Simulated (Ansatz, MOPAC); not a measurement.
Dissociation curve of SeLi (cation, charge +1), lowest singlet found (which spin is the ground state isn't settled by this scan).

Methods: PM6, restricted, heats of formation (MOPAC); RCCSD(T) = CCSD(T) on RHF/aug-cc-pVDZ, cores with 3d frozen in Ansatz (a program for electronic structure); RKS-B3LYP = restricted B3LYP/aug-cc-pVDZ (Ansatz); RCCSD = CCSD on RHF/aug-cc-pVDZ, cores with 3d frozen (Ansatz).

Energies are in kcal/mol, each relative to the lowest point of its own curve between 2.26 and 3.36 Å, where full CI is lowest.

```tsv
R / Å	PM6	RCCSD(T)	RKS-B3LYP	RCCSD
1.77	104.5	65.8	60.4	65.6
1.92	62.3	36.1	32.1	35.8
2.07	35.5	18.4	15.7	18.3
2.15	25.7	12.4	10.2	12.2
2.26	(withheld)	6.6	5.0	6.5
2.37	9.2	3.0	2.0	3.0
2.41	(withheld)	2.2	1.3	2.1
2.49	(withheld)	0.9	0.4	0.9
2.58	2.5	0.2	0.0	0.2
2.69	(withheld)	0.0	(withheld)	0.0
2.79	0.2	0.3	0.7	0.3
2.97	0.0	1.6	2.2	1.6
3.11	0.3	2.9	3.7	2.9
3.36	1.3	5.4	6.4	5.5
3.63	2.4	8.0	9.1	8.0
3.94	(withheld)	10.4	11.7	10.4
4.42	4.3	13.0	14.7	13.0
4.86	4.9	14.5	16.4	14.5
5.49	5.3	15.7	17.9	15.8
6.25	5.7	16.5	18.9	16.6
7.24	5.9	17.0	19.5	17.1
8.49	6.1	17.3	19.8	17.5
```

**Question.** What belongs in the gaps?

**Answer.** 
- 2.26, PM6: 15.9
- 2.41, PM6: 7.5
- 2.49, PM6: 4.7
- 2.69, PM6: 0.9
- 2.69, RKS-B3LYP: 0.1
- 3.94, PM6: 3.4

The restricted form behind PM6, RKS-B3LYP keeps the bonding electrons paired and can't separate into open-shell fragments.
